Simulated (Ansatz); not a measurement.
Stepwise reaction of `C[Si]C` with methanol, as a gas-phase model of exchange steps in deposition or etching. ΔE in kJ/mol; ΔG adds harmonic PBE0-D4 terms to CCSD(T)/CBS, at 1 bar.

Computed with Ansatz on PBE0-D4/def2-TZVP structures; ΔE is electronic, products minus reactants. CCSD(T)/CBS is the MP2 limit (def2-TZVPP, def2-QZVPP) plus CCSD(T) − MP2 in def2-TZVPP, frozen cores. This one scheme is used for every species. DFT in def2-TZVPP. B3LYP here is the variant with VWN-RPA as its local correlation; programs differ in this. Each species was taken in one conformer, which may not be the lowest.

```
step                            reaction  PBE-D4  B3LYP-D4  ωB97M-V  CCSD(T)/CBS  ΔG(600 K)
   1  `C[Si]C` + CH₃OH → `CO[Si]C` + CH₄  -147.6    -157.6   -152.5       -149.2     -135.6
```

**Question.** Give the row of step 2, `CO[Si]C` + CH₃OH → `CO[Si]OC` + CH₄. (Best estimate.)

**Answer.** The calculation gave: 
| step | reaction | PBE-D4 | B3LYP-D4 | ωB97M-V | CCSD(T)/CBS | ΔG(600 K) |
| --- | --- | --- | --- | --- | --- | --- |
| 2 | `CO[Si]C` + CH₃OH → `CO[Si]OC` + CH₄ | -150.3 | -162.7 | -157.4 | -153.9 | -134.6 |

**Question.** By hand: ΔE of the 2 steps together at CCSD(T)/CBS.

**Answer.** (-149.2) + (-153.9) = -303.1 kJ/mol, or -151.6 kJ/mol a step.

In ΔE the steps differ by no more than 4.7 kJ/mol. All are downhill at CCSD(T)/CBS. ΔG lies between -135.6 and -134.6 kJ/mol a step. PBE-D4 differs from CCSD(T)/CBS by 1.6 to 3.6 kJ/mol a step. Isolated molecules leave out the surface, adducts and barriers. Largest T1 diagnostic: 0.014.
